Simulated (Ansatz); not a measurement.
Gas-phase electronic energies from Ansatz, PBE0-D4/def2-TZVP geometries. CCSD(T)/CBS is the MP2 limit (def2-TZVPP, def2-QZVPP) plus CCSD(T) − MP2 in def2-TZVPP, frozen cores. This one scheme is used for every species. Functionals use def2-TZVPP. B3LYP here is the variant with VWN-RPA as its local correlation; programs differ in this. Each species was taken in one conformer, which may not be the lowest.

`CBCCF` + H₂ → `CBCC` + H–F  (hydrogenolysis of a C–F bond)

| level | ΔE (kJ/mol) |
| --- | --- |
| PBE0-D4 | -92.7 |
| B3LYP-D4 | -86.0 |
| SCS-MP2/def2-QZVPP | -97.7 |
| CCSD/CBS(def2) | -99.8 |

(1) What does CCSD(T)/CBS give? (Estimate.)

Largest T1 diagnostic among the species: 0.010.

## Answers

(1) The calculation gave: -97.9 kJ/mol. The listed levels differ from it by 5.2, 11.9, 0.2, -1.9 kJ/mol.

From PBE to PBE0 (25 % exact exchange), in def2-TZVPP and without D4, ΔE moves by −6.5 kJ/mol. In def2-TZVPP, CCSD(T) changes the Hartree–Fock value by −4.0 kJ/mol (the triples alone add +2.0 kJ/mol) and MP2 by −9.8 kJ/mol.
